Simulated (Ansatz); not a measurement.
Steps of a relaxation of CFGaOS with RKS PBE0-D4/def2-TZVP.

```sh
$ ansatz run in.yaml --threads 2 --pin off --events-out ev --progress --plain --max-ram 4352MiB
```

```yaml
crystal:
  periodic: [false, false, false]
  atoms:
    - {symbol: F, position_ang: [-0.260005, -1.575026, 0.777143]}
    - {symbol: Ga, position_ang: [0.323224, -0.673848, 2.236413]}
    - {symbol: O, position_ang: [-0.470436, -0.131514, -1.886805]}
    - {symbol: C, position_ang: [-0.053915, 0.625057, -1.100912]}
    - {symbol: S, position_ang: [0.510932, 1.681630, -0.067238]}
basis:
  gaussian: {orbitals: def2-TZVP}
hamiltonian: {xc: pbe0, dispersion: d4}
relax: {f_tol: 0.005, max_steps: 150}
```

Positions (Å) and forces (eV/Å) along the path, 6 of 6 steps:

```xyz
5
step=1 energy=-69002.3602 eV
F    -0.260   -1.575    0.777    0.082    0.120    0.220
Ga    0.323   -0.674    2.236   -0.078   -0.134   -0.184
O    -0.470   -0.132   -1.887    0.830    1.505    1.558
C    -0.054    0.625   -1.101   -0.535   -0.922   -1.055
S     0.511    1.682   -0.067   -0.299   -0.569   -0.538
5
step=2 energy=-69002.3906 eV
F    -0.249   -1.587    0.854    0.053    0.075    0.144
Ga    0.333   -0.722    2.328   -0.061   -0.076   -0.177
O    -0.468   -0.068   -1.966    0.057    0.076    0.134
C    -0.062    0.646   -1.164    0.094    0.188    0.177
S     0.495    1.657   -0.094   -0.144   -0.263   -0.278
5
step=3 energy=-69002.3943 eV
F    -0.263   -1.602    0.822    0.035    0.062    0.076
Ga    0.330   -0.681    2.254   -0.033   -0.058   -0.072
O    -0.461   -0.095   -1.909   -0.081   -0.166   -0.143
C    -0.056    0.636   -1.126    0.148    0.302    0.257
S     0.500    1.669   -0.082   -0.069   -0.141   -0.118
5
step=4 energy=-69002.3950 eV
F    -0.261   -1.591    0.819    0.028    0.044    0.068
Ga    0.331   -0.688    2.263   -0.028   -0.046   -0.067
O    -0.462   -0.096   -1.912   -0.031   -0.073   -0.050
C    -0.057    0.635   -1.128    0.080    0.172    0.133
S     0.499    1.666   -0.083   -0.048   -0.097   -0.084
5
step=5 energy=-69002.3955 eV
F    -0.264   -1.588    0.821    0.004    0.005    0.011
Ga    0.331   -0.701    2.267   -0.003   -0.005   -0.009
O    -0.459   -0.101   -1.906    0.001    0.010   -0.008
C    -0.056    0.641   -1.131   -0.002   -0.016    0.009
S     0.497    1.675   -0.093    0.000    0.005   -0.003
5
step=6 energy=-69002.3956 eV
F    -0.265   -1.588    0.824    0.000   -0.001    0.000
Ga    0.333   -0.700    2.267    0.000    0.001    0.001
O    -0.458   -0.099   -1.910   -0.001   -0.002   -0.002
C    -0.056    0.640   -1.131    0.000    0.002    0.001
S     0.496    1.673   -0.091    0.000    0.000    0.001
```

Run time 32 s (2 threads of an Arm Neoverse V1 on a shared host); peak host memory 0.46 GiB.
